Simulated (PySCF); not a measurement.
Computed IR spectrum (relative IR intensity) of a molecule C₄H₈O₂. Geometry optimised at B3LYP-D3(BJ)/def2-SVP. One conformer was computed; it need not be the lowest. These are B3LYP-D3(BJ)/def2-SVP in PySCF 2.14.0 values and carry that method's errors. Frequencies are harmonic and unscaled.

Lines under 2 % of the strongest are left out, and lines within 2 cm⁻¹ are merged.

```json
[
 {"ν (cm⁻¹)": "152", "relative intensity": "100"},
 {"ν (cm⁻¹)": "352", "relative intensity": "2.8"},
 {"ν (cm⁻¹)": "429", "relative intensity": "4.9"},
 {"ν (cm⁻¹)": "546", "relative intensity": "5.5"},
 {"ν (cm⁻¹)": "755", "relative intensity": "3.8"},
 {"ν (cm⁻¹)": "900", "relative intensity": "4.3"},
 {"ν (cm⁻¹)": "927", "relative intensity": "3.0"},
 {"ν (cm⁻¹)": "985", "relative intensity": "9.2"},
 {"ν (cm⁻¹)": "1024", "relative intensity": "23"},
 {"ν (cm⁻¹)": "1045", "relative intensity": "4.8"},
 {"ν (cm⁻¹)": "1068", "relative intensity": "2.3"},
 {"ν (cm⁻¹)": "1096", "relative intensity": "36"},
 {"ν (cm⁻¹)": "1184", "relative intensity": "9.5"},
 {"ν (cm⁻¹)": "1290", "relative intensity": "41"},
 {"ν (cm⁻¹)": "1324", "relative intensity": "3.5"},
 {"ν (cm⁻¹)": "1352", "relative intensity": "9.1"},
 {"ν (cm⁻¹)": "1382", "relative intensity": "3.7"},
 {"ν (cm⁻¹)": "1419", "relative intensity": "14"},
 {"ν (cm⁻¹)": "1424", "relative intensity": "4.5"},
 {"ν (cm⁻¹)": "1498", "relative intensity": "2.5"},
 {"ν (cm⁻¹)": "2985", "relative intensity": "24"},
 {"ν (cm⁻¹)": "3092", "relative intensity": "9.7"},
 {"ν (cm⁻¹)": "3120", "relative intensity": "4.5"},
 {"ν (cm⁻¹)": "3226", "relative intensity": "2.9"},
 {"ν (cm⁻¹)": "3797", "relative intensity": "12"},
 {"ν (cm⁻¹)": "3807", "relative intensity": "12"}
]
```

**Question.** Pick the molecule that these values belong to.
(A) CCC1OCO1
(B) O[C@H]1C[C@@H](O)C1
(C) OCC1(O)CC1
(D) C=COCCO

**Answer.** C, OCC1(O)CC1
